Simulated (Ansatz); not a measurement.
`[GeH3][SiH2][GeH2][GeH3]` + CH₃NH₂ → `C[NH][GeH3]` + `[GeH3][SiH2][GeH3]` at 500 K and 1 bar (cleavage of the Ge–Ge bond).

Gas-phase electronic energies from Ansatz, PBE0-D4/def2-TZVP geometries. CCSD(T)/CBS is the MP2 limit (def2-TZVPP, def2-QZVPP) plus CCSD(T) − MP2 in def2-TZVPP, frozen cores. For Ge outer-core shells are correlated without core-valence functions, which leaves a few kJ/mol of doubt a bond. Scalar relativity is left out up to krypton. Each species was taken in one conformer, which may not be the lowest.

```json
{"species": "`[GeH3][SiH2][GeH2][GeH3]`", "CCSD(T)/CBS energy (Eh)": "-6523.43025", "H − E (kJ/mol)": "278.6", "S (J/(mol·K))": "553.8"}
{"species": "CH₃NH₂", "CCSD(T)/CBS energy (Eh)": "-95.75281", "H − E (kJ/mol)": "191.8", "S (J/(mol·K))": "270.3"}
{"species": "`C[NH][GeH3]`", "CCSD(T)/CBS energy (Eh)": "-2173.06430", "H − E (kJ/mol)": "241.1", "S (J/(mol·K))": "362.9"}
{"species": "`[GeH3][SiH2][GeH3]`", "CCSD(T)/CBS energy (Eh)": "-4446.10285", "H − E (kJ/mol)": "219.3", "S (J/(mol·K))": "447.3"}
```

H − E and S are ideal-gas, rigid-rotor, harmonic terms from PBE0-D4/def2-TZVP, for one conformer and one mirror image of each species. 1 Eh = 2625.50 kJ/mol, R = 8.31446 J/(mol·K).

Task: By hand: ΔE, ΔH, ΔS and ΔG.

Result: ΔE = (-2173.06430) + (-4446.10285) − (-6523.43025) − (-95.75281) = 0.01591 Eh = 41.8 kJ/mol. Δ(H − E) = 241.1 + 219.3 − 278.6 − 191.8 = -10.0, so ΔH = 31.8 kJ/mol. ΔS = 362.9 + 447.3 − 553.8 − 270.3 = -13.9 J/(mol·K). ΔG = 31.8 − 500 × (-13.9)/1000 = 38.8 kJ/mol.

Task: By hand: the equilibrium constant, and the temperature at which ΔG would vanish if ΔH and ΔS stayed fixed.

Result: log₁₀ K = −ΔG/(RT ln 10) = -4.1. ΔH and −TΔS have one sign here, so there is no such temperature.

The number of gas molecules stays the same, so ΔS is small and ΔH decides. A doubt of 5 kJ/mol in ΔE shifts log₁₀ K by 0.5 here. Other conformers and mirror images would add mixing entropy, several J/(mol·K) or more a flexible species. Modes under 60 cm⁻¹, often nearly free rotors, make the harmonic entropy too high. These are equilibria of isolated gas molecules and say nothing of rates. Largest T1 diagnostic: 0.012 (customary marks: 0.02 for closed shells, 0.045 for open ones).
